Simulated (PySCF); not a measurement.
Order these species by their calculated properties.

Each SMILES stands for a single optimised conformer of the isolated species, non-relativistic unless stated; the electronic structure was computed with PySCF and density fitting.

The conformers computed, where there is a choice (atom-mapped SMILES and torsion angles):
- `[F:1]/[CH:2]=[C:3](\[F:4])[C:5]1=[CH:6][CH2:7]1`: C2–C3–C5–C6 180°

Task: Rank by dipole moment, highest first (PBE0/def2-SVPD at GFN2-xTB geometries).
A. `FC1=C[C@H](F)C=C1`
B. `F/C=C(\F)C1=CC1`
C. `C#C[C@@]1(F)C[C@H]1F`
D. `FC1=CCC=C1F`

Result: D (2.96 D), B (2.22 D), A (1.64 D), C (1.30 D).

Task: Give the two extremes of that set in atomic units.

Result: `C#C[C@@]1(F)C[C@H]1F`: 0.51 au; `FC1=CCC=C1F`: 1.16 au.

Task: Rank by electronic spatial extent ⟨r²⟩ about the centre of nuclear charge, lowest first (PBE0/def2-SVPD at GFN2-xTB geometries).
A. `C#C[C@@]1(F)C[C@H]1F`
B. `FC1=CCC=C1F`
C. `FC1=C[C@H](F)C=C1`
D. `F/C=C(\F)C1=CC1`

Result: B (651 bohr²), A (681 bohr²), C (692 bohr²), D (824 bohr²).

Task: Give the two extremes of that set in Å².

Result: `FC1=CCC=C1F`: 182 Å²; `F/C=C(\F)C1=CC1`: 231 Å².

Task: Rank by smallest rotational constant, highest first (GFN2-xTB).
A. `FC1=C[C@H](F)C=C1`
B. `CC#C/C(F)=C\F`
C. `C#C[C@@]1(F)C[C@H]1F`
D. `FC1=CCC=C1F`
E. `F/C=C(\F)C1=CC1`

Result: C (1.784 GHz), D (1.712 GHz), A (1.580 GHz), E (1.303 GHz), B (1.122 GHz).

Task: Rank by HOMO–LUMO gap, highest first (PBE0/def2-SVPD at GFN2-xTB geometries).
A. `FC1=C[C@H](F)C=C1`
B. `FC1=CCC=C1F`
C. `F/C=C(\F)C1=CC1`
D. `C#C[C@@]1(F)C[C@H]1F`

Result: D (7.62 eV), B (5.93 eV), C (5.51 eV), A (5.36 eV).

Task: Give the two extremes of that set in kcal/mol.

Result: `FC1=C[C@H](F)C=C1`: 124 kcal/mol; `C#C[C@@]1(F)C[C@H]1F`: 176 kcal/mol.

Task: Rank by lowest triplet excitation (Tamm–Dancoff), lowest first (TDA PBE0/def2-SVPD at GFN2-xTB geometries).
A. `FC1=C[C@H](F)C=C1`
B. `F/C=C(\F)C1=CC1`
C. `C(#C)[C@]1(F)[C@@H](C1)F`
D. `FC1=CCC=C1F`

Result: A (2.69 eV), B (2.86 eV), D (3.16 eV), C (5.14 eV).
